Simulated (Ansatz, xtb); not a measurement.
## Two isomers of C6H7NO

Structure X: `O=C/N=C1/C=CCC1`, a singlet. Structure Y: `O=C/N=C1\C=CCC1`, a singlet. Both are isolated molecules in the gas phase, relaxed with B3LYP-D3(BJ)/def2-SVP; the shapes shown needn't be the lowest conformers.

X (Å):

```yaml
atoms:
  - { symbol: C, position_ang: [-1.1243, 2.8064, 0.5756] }
  - { symbol: C, position_ang: [-1.4234, 0.5110, 0.2223] }
  - { symbol: C, position_ang: [-2.2426, -0.6915, 0.0646] }
  - { symbol: C, position_ang: [-1.4691, -1.7475, -0.2529] }
  - { symbol: C, position_ang: [-0.0106, -1.3885, -0.3521] }
  - { symbol: C, position_ang: [0.0246, 0.1285, -0.0702] }
  - { symbol: N, position_ang: [-1.8947, 1.6542, 0.5631] }
  - { symbol: O, position_ang: [-0.3768, 3.1720, -0.3057] }
  - { symbol: H, position_ang: [-1.3208, 3.4349, 1.4776] }
  - { symbol: H, position_ang: [-3.3240, -0.6838, 0.2008] }
  - { symbol: H, position_ang: [-1.8376, -2.7622, -0.4226] }
  - { symbol: H, position_ang: [0.3925, -1.6419, -1.3479] }
  - { symbol: H, position_ang: [0.5867, -1.9713, 0.3711] }
  - { symbol: H, position_ang: [0.3810, 0.7194, -0.9257] }
  - { symbol: H, position_ang: [0.6734, 0.3964, 0.7784] }
```

Y (Å):

```xyz
15

C    -3.9420   -1.7582    0.4659
C    -2.4545    0.0197    0.1378
C    -1.4913   -0.2621    1.2122
C    -0.5431    0.6938    1.2405
C    -0.7427    1.7518    0.1884
C    -2.0263    1.3082   -0.5445
N    -3.4757   -0.6586   -0.2379
O    -4.1302   -1.8136    1.6612
H    -4.2085   -2.6053   -0.2121
H    -1.5739   -1.1158    1.8828
H     0.2885    0.7217    1.9494
H    -0.8390    2.7507    0.6481
H     0.1334    1.8121   -0.4809
H    -1.8701    1.1257   -1.6185
H    -2.8396    2.0469   -0.4686
```

**Question.** Estimate E(Y) − E(X) at the level CCSD(T)/def2-SVP + ΔMP2/def2-TZVPP.

**Answer.** CCSD(T)/def2-SVP + ΔMP2/def2-TZVPP gives E(Y) − E(X) = +0.38 kcal/mol, slightly favouring structure X, which is too small a margin to settle the true order.

The same difference at several levels:

```csv
level,geometry,E(Y) − E(X) (kcal/mol),departure from the last row (kcal/mol),"job, with rough time for the two"
B3LYP-D3(BJ)/def2-SVP,B3LYP-D3(BJ)/def2-SVP,+0.63,+0.26,"optimisation, 3.5 min"
HF/def2-SVP,B3LYP-D3(BJ)/def2-SVP,+0.26,−0.11,part of the CCSD(T) run
MP2/def2-SVP,B3LYP-D3(BJ)/def2-SVP,+0.58,+0.20,part of the CCSD(T) run
CCSD(T)/def2-SVP,B3LYP-D3(BJ)/def2-SVP,+0.57,+0.20,single point
CCSD(T)/def2-SVP + ΔMP2/def2-TZVPP,B3LYP-D3(BJ)/def2-SVP,+0.38,,"single point, 3.4 min"
```

As drawn, both hold the same kinds of bond in the same numbers.

The largest departure from CCSD(T)/def2-SVP + ΔMP2/def2-TZVPP is that of B3LYP-D3(BJ)/def2-SVP, 0.26 kcal/mol. No reliable frequencies are at hand for Y, so it isn't confirmed as a minimum. Levels run at GFN2-xTB geometries aren't shown. The last row adds to CCSD(T) the change of the MP2 difference between the two basis sets, here −0.20 kcal/mol.

The correlated steps freeze 8 core orbitals. Programs: Ansatz 0.2.0, xtb 6.7.1; the last row on 2 threads of Arm Neoverse V2 on a shared host.
